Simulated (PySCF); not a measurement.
Rigid-rotor lines calculated for a species of formula C4H4FNSi (commonest isotopes; PySCF, PBE0-D3(BJ)/def2-SVP geometry optimisation, gas phase), labelled J(Ka,Kc):

| transition | MHz |
| --- | --- |
| 1(0,1) ← 0(0,0) | 2398.9 |
| 2(1,1) ← 1(1,0) | 5011.9 |
| 2(1,2) ← 1(1,1) | 4583.7 |
| 2(0,2) ← 1(0,1) | 4789.0 |
| 1(1,1) ← 0(0,0) | 6210.4 |

(1) Find the rotational constants.

(2) What moments of inertia, asymmetry and inertial defect follow?

(3) Which dipole components do these lines need?

(4) Where do these fall, and of which type are they? 2(2,1) ← 2(1,1); 3(2,1) ← 2(1,1); 4(4,0) ← 3(3,1); 3(1,3) ← 2(0,2); 4(1,4) ← 4(0,4); 4(3,2) ← 3(3,1); 4(4,0) ← 4(3,1); 3(3,1) ← 3(2,2); 4(2,2) ← 3(1,2); 4(1,3) ← 4(0,4); 2(1,1) ← 2(1,2); 2(2,0) ← 1(1,1); 2(1,2) ← 2(0,2); 2(1,2) ← 1(0,1).

(5) Which structure gave them?

## Answers

(1) 1(0,1) ← 0(0,0) is B + C, 2(1,1) ← 1(1,0) is 3B + C and 2(1,2) ← 1(1,1) is B + 3C, so B − C is half the difference of the last two, 214.1 MHz. 1(1,1) ← 0(0,0) is A + C. A = 5118.0, B = 1306.5, C = 1092.4 MHz.

(2) I = 505379 MHz·u·Å² over each constant: Ia = 98.75, Ib = 386.82, Ic = 462.63 u·Å²; κ = (2B − A − C)/(A − C) = -0.894 (asymmetric top); Δ = Ic − Ia − Ib = -22.93 u·Å².

(3) μa and μb (a-type: ΔKa even, ΔKc odd; b-type: both odd). The calculation gives |μa| = 2.86 D, |μb| = 0.75 D, |μc| = 1.25 D.

(4) 
| transition | MHz | type | branch |
| --- | --- | --- | --- |
| 2(1,1) ← 2(1,2) | 642 | a | Q |
| 4(1,4) ← 4(0,4) | 2956 | c | Q |
| 2(1,2) ← 2(0,2) | 3606 | c | Q |
| 4(1,3) ← 4(0,4) | 5096 | b | Q |
| 2(1,2) ← 1(0,1) | 8395 | b | R |
| 4(3,2) ← 3(3,1) | 9612 | a | R |
| 3(1,3) ← 2(0,2) | 10476 | b | R |
| 2(2,1) ← 2(1,1) | 11435 | c | Q |
| 2(2,0) ← 1(1,1) | 16669 | b | R |
| 3(2,1) ← 2(1,1) | 18675 | c | R |
| 3(3,1) ← 3(2,2) | 19598 | b | Q |
| 4(2,2) ← 3(1,2) | 20838 | c | R |
| 4(4,0) ← 4(3,1) | 27413 | b | Q |
| 4(4,0) ← 3(3,1) | 37027 | b | R |

(5) `N#CC1=C[C@@H]([SiH2]1)F`, point group C1. Three constants can't fix a structure by themselves; this is the one that was computed:
```xyz
11
C4H4FNSi angstrom
N      3.379   -0.692    0.572
C      2.263   -0.430    0.386
C      0.891   -0.168    0.155
C      0.247    1.025    0.127
C     -1.169    0.751   -0.306
F     -2.122    1.268    0.533
Si    -0.701   -1.119   -0.168
H      0.661    2.017    0.353
H     -1.365    1.123   -1.329
H     -0.781   -2.002   -1.368
H     -1.266   -1.798    1.029
```

Whether it is a minimum is left open (no frequencies). Zero-point vibration and centrifugal distortion are left out. Quadrupole hyperfine structure (14N) is left out.
